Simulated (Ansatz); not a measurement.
A CCSD(T) single point on `CS[CH2][ZnH]`.

```yaml
crystal:
  periodic: [false, false, false]
  atoms:
    - {symbol: C, position_ang: [-1.353600, 0.763068, -0.150152]}
    - {symbol: S, position_ang: [-0.330772, 0.478964, 1.297162]}
    - {symbol: C, position_ang: [0.671821, -0.910602, 0.715615]}
    - {symbol: Zn, position_ang: [1.802579, -0.270819, -0.744690]}
    - {symbol: H, position_ang: [-1.959966, -0.115084, -0.381214]}
    - {symbol: H, position_ang: [-2.018502, 1.596251, 0.080425]}
    - {symbol: H, position_ang: [-0.757365, 1.031111, -1.027981]}
    - {symbol: H, position_ang: [1.305567, -1.183854, 1.564790]}
    - {symbol: H, position_ang: [0.035243, -1.772546, 0.501951]}
    - {symbol: H, position_ang: [2.688098, 0.332409, -1.853106]}
basis:
  gaussian: {orbitals: def2-TZVPP}
correlation: {method: ccsd_t, frozen_orbitals: {C: 1, H: 0, S: 5, Zn: 9}}
output: {orbitals: {seedname: orbitals}}
```

```sh
$ ansatz run in.yaml --threads 4 --pin off --events-out ev --progress --plain --max-ram 10444MiB
```

Log, shortened:

```
Functional definition: HF
1526 factors; integrals over basis functions are off by at most 9.9e-4 eV
mean field evaluation 1: about -61347.0749 eV, gradient 2.9e1 eV
mean field evaluation 2: about -61347.4319 eV, gradient 2.9e1 eV
mean field evaluation 4: about -61349.8643 eV, gradient 6.7e0 eV
mean field evaluation 8: about -61349.9318 eV, gradient 5.3e-1 eV
mean field -61349.93256017 eV, -2254.5684371085 hartree, gradient 2.7e-6 eV, S^2 0.000000; 0 other end points of the search recorded, 0 dependent functions left out
16 core orbitals not correlated: weight in the atoms' cores, before any rotation towards them, 1.000 or more for the frozen orbitals, at most 0.000 for the correlated occupied ones
reference -61349.93256017 eV, -2254.5684371085 hartree; 16, 16 occupied and 220, 220 virtual orbitals, 1526 factors
second order -28.58723771 eV of doubles, -0.00000000 eV of singles
cycle   1  -27.42804560 eV  change     1.2e0 eV  update   1.3e-1
cycle   2  -28.24668843 eV  change   -8.2e-1 eV  update   5.1e-2
cycle   3  -28.43652140 eV  change   -1.9e-1 eV  update   2.2e-2
cycle   4  -28.41208776 eV  change    2.4e-2 eV  update   6.4e-3
cycle   5  -28.40599743 eV  change    6.1e-3 eV  update   2.6e-3
cycle   6  -28.40749004 eV  change   -1.5e-3 eV  update   9.2e-4
cycle   7  -28.40723860 eV  change    2.5e-4 eV  update   3.7e-4
cycle   8  -28.40689388 eV  change    3.4e-4 eV  update   1.3e-4
cycle   9  -28.40698310 eV  change   -8.9e-5 eV  update   5.7e-5
cycle  10  -28.40702358 eV  change   -4.0e-5 eV  update   2.3e-5
cycle  11  -28.40698283 eV  change    4.1e-5 eV  update   1.1e-5
cycle  12  -28.40699853 eV  change   -1.6e-5 eV  update   5.0e-6
perturbative correction -1.08883147 eV, -0.0400138186 hartree
Total energy: -61379.42839017 eV, -2255.6523888681 hartree
```

Hardware: 4 threads of a server CPU on a shared host. Wall time 69 s, peak host memory 5.3 GiB.

MP2 recovers 96.9 % of the CCSD(T) correlation energy and the triples give 3.7 %; T1 = 0.0137.
